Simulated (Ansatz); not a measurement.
System: sum formula BN₂H₃F, charge 0, multiplicity 2. It need not be the lowest isomer of its formula. 
Geometry from a B3LYP-D3(BJ)/def2-TZVP (Ansatz, an electronic-structure program) optimisation:
SMILES: [NH]B(N)F
```xyz
7

B      0.0380    -0.0045     0.0110
F      0.2720     1.2902    -0.2956
N      1.1354    -0.8693     0.4042
N     -1.2793    -0.4769     0.0053
H      1.9367    -0.8287    -0.2275
H     -2.0537     0.0761    -0.3202
H     -1.5135    -1.4128     0.2865
```
Charge 0, spin multiplicity 2.

Basis-set convergence of Hartree-Fock and CCSD correlation energies (hartree) with Ansatz. Cores are frozen in the correlated levels unless marked. UHF or UKS for open shells. Spin-orbit coupling is left out. Non-relativistic.

```tsv
basis	functions	E(HF)	E(corr, CCSD)
cc-pVDZ	71	-234.87807	-0.59623
cc-pVTZ	162	-234.95781	-0.74967
cc-pVQZ	310	-234.97613	-0.80115
```

Extrapolating the two largest sets (X = 3 and 4) as X^-3: E(corr) = (64·(-0.80115) - 27·(-0.74967))/37 = -0.8387 Eh, an estimate of the basis-set limit. The largest set recovers 95.5 % of it, the smallest 71.1 %.
